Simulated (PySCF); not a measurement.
**Ag²⁺ (silver, charge +2): r2SCAN calculation**

Configuration: [Kr] 4d8 5p1, one real determinant (an excited configuration). Computed with PySCF 2.14 in x2c-QZVPPall with one added diffuse shell each of s, p, d, f, g type (14s9p8d5f3g, 143 functions), with the spin-free X2C one-electron Hamiltonian (Gaussian nucleus).

- Total energy: -5313.85 hartree
- One-electron energy: -7279.63 hartree
- Hartree (Coulomb) energy: 2115.57 hartree
- Exchange-correlation energy: -149.78 hartree
- ⟨S²⟩: 3.7516
- ⟨L²⟩: 14.028
- Sum of ⟨r⟩: 28.22 bohr
- Sum of ⟨r²⟩: 36.65 bohr²
- Traceless quadrupole moment −½Σ⟨3z² − r²⟩ along its main axis: -4.30 e·bohr²
- Langevin diamagnetic susceptibility: -29.0 ×10⁻⁶ cm³/mol
- Time after the integrals: about 12 core-seconds

```tsv
shell	electrons	mean orbital energy (eV)	spread (eV)	rms radius, mean of both spins (bohr)
1s α	1	-25365.7	0	0.0357
1s β	1	-25365.6	0	0.0357
2s α	1	-3775.3	0	0.146
2s β	1	-3774.7	0	0.146
2p α	3	-3388.1	0.029	0.130
2p β	3	-3387.6	0.074	0.130
3s α	1	-722.57	0	0.393
3s β	1	-722.37	0	0.393
3p α	3	-594.20	0.123	0.395
3p β	3	-593.93	0.167	0.395
3d α	5	-391.65	0.480	0.377
3d β	5	-391.16	0.501	0.377
4s α	1	-127.71	0	0.967
4s β	1	-125.14	0	0.967
4p α	3	-90.094	0.340	1.06
4p β	3	-87.492	0.457	1.06
4d α	5	-35.574	1.564	1.37
4d β	3	-34.000	0.414	1.37
5p α	1	-17.032	0	3.20
```

⟨L²⟩ = 14.03 against 20 for a pure G term, so this real determinant mixes terms.

Densities and radii are taken from the X2C orbitals without a picture-change correction, which distorts them close to the nucleus.
